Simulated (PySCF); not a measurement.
## Ca (calcium, neutral) across methods

[Ar] 4p2, high-spin 3P determinant (an excited configuration). All numbers are calculated (PySCF 2.14, scalar relativity by spin-free X2C-1e, in x2c-QZVPPall with one added diffuse shell each of s, p, d, f type (12s8p5d4f, 89 functions)).

```
method  E (hartree)  mean ε 3p α (eV)  mean ε 3p β (eV)  mean ε 4p α (eV)  Σ⟨r²⟩ (bohr²)   ⟨S²⟩
 wB97X     -680.285           -35.525           -35.470            -4.183          72.59  2.000
  BLYP     -680.315           -30.193           -30.115            -2.438          69.63  2.000
   UHF   -679.48277           -39.079           -38.883            -4.040          76.75  2.000
   LDA     -678.432           -30.439           -30.325            -2.655          69.34  2.000
  PW91     -680.311           -30.473           -30.364            -2.694          69.38  2.000
   PBE     -680.087           -30.408           -30.300            -2.677          69.42  2.000
M06-2X     -680.307           -34.876           -34.820            -3.360          69.82  2.000
r2SCAN     -680.263           -31.192           -31.117            -2.710          69.97  2.000
  PBE0     -680.123           -32.844           -32.715            -3.110          70.45  2.000
```
